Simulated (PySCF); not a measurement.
Isomers of C6H10O2, from PBE0-D3(BJ)/def2-SVP geometry optimisation, gas phase in PySCF 2.14.0. One conformer each, no zero-point energy, no frequencies.

Question: Which is lower in electronic energy at this level?
A. `[CH3:1][C:2](=[O:3])[CH:4]([CH3:5])[C:6]([CH3:7])=[O:8]` with C1–C2–C4–C5 -34°, C2–C4–C6–C7 85°: A = 2526, B = 1769, C = 1404 MHz, dipole 1.50 D
B. `[CH2:1]=[CH:2][C@@H:3]([CH3:4])[O:5][C:6]([CH3:7])=[O:8]` with C1–C2–C3–C4 112°, C2–C3–O5–C6 154°, C3–O5–C6–C7 180° (1-methylallyl acetate): A = 3729, B = 1188, C = 1077 MHz, dipole 1.77 D

Answer: A. That is methylacetylacetone, `CC(=O)C(C(C)=O)C`, 7.4 kcal/mol below the other.

```json
{"SMILES": "CC(=O)C(C)C(C)=O", "mapped SMILES": "[CH3:1][C:2](=[O:3])[CH:4]([CH3:5])[C:6]([CH3:7])=[O:8]", "E (Eh)": "-384.39859", "relative (kcal/mol)": "0.0", "relative (kJ/mol)": "0.0", "dipole (D)": "1.50"}
{"SMILES": "C=C[C@@H](C)OC(C)=O", "mapped SMILES": "[CH2:1]=[CH:2][C@@H:3]([CH3:4])[O:5][C:6]([CH3:7])=[O:8]", "E (Eh)": "-384.38682", "relative (kcal/mol)": "7.4", "relative (kJ/mol)": "30.9", "dipole (D)": "1.77"}
```

As drawn, the higher has a C(=O)–O unit and a C=C bond outside aromatic rings, which the lower lacks.
